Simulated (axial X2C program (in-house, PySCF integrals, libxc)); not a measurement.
# Spin–orbit effects down a group: molecules with I (ions), MP2

Computed with an in-house relativistic program for diatomic molecules, spin-free (one-electron X2C) or two-component (2c: spin–orbit coupling with atomic mean-field Coulomb and Gaunt terms, which also bring small scalar terms), in Dyall basis sets with cores contracted in-house; open shells are unrestricted.

Basis sets: Be dyall-av3z, I dyall-acv3z, Mg dyall-av3z, Sr dyall-acv3z. Frozen shells (counts by l): BeI⁻ I 4s3p2d, Be 1s, 10 electrons correlated; MgI⁻ I 4s3p2d, Mg 2s1p, 10 electrons correlated; SrI⁻ I 4s3p2d, Sr 4s3p1d, 10 electrons correlated. Where the outer core of a metal is frozen, bonds come out longer and ionisation energies lower.

```csv
molecule,spin-free state,Re (Å),ωe (cm⁻¹),De (eV),2c state,Re 2c (Å),ωe 2c (cm⁻¹),De 2c (eV)
BeI⁻,"M_S = 0, Λ = 0",2.446,316.2,0.80,Ω = 0,2.449,314.2,0.79
MgI⁻,"M_S = 0, Λ = 0",2.899,169.0,0.74,Ω = 0,2.902,168.2,0.74
SrI⁻,"M_S = 0, Λ = 0",3.222,120.7,1.24,Ω = 0,3.224,120.3,1.24
```

Work out the shifts from the spin-free to the two-component result.



| molecule | 2c state | ΔRe (Å) | Δωe (cm⁻¹) | ΔDe (eV) |
| --- | --- | --- | --- | --- |
| BeI⁻ | Ω = 0 | 0.003 | -2.0 | -0.01 |
| MgI⁻ | Ω = 0 | 0.003 | -0.8 | 0.00 |
| SrI⁻ | Ω = 0 | 0.002 | -0.4 | 0.00 |

Shifts of one unit in the last digit are rounding.

Fragments in 2c: I- + Be, I- + Mg, I- + Sr. Each entry is the lowest single determinant of a limited PBE0 search at one distance. De goes to single-determinant-based atoms at the same level (for ions the charge split of lowest energy) and is withheld (n/a) where an atom does not fit its ground term or J level. Main or longest-lived isotopes.
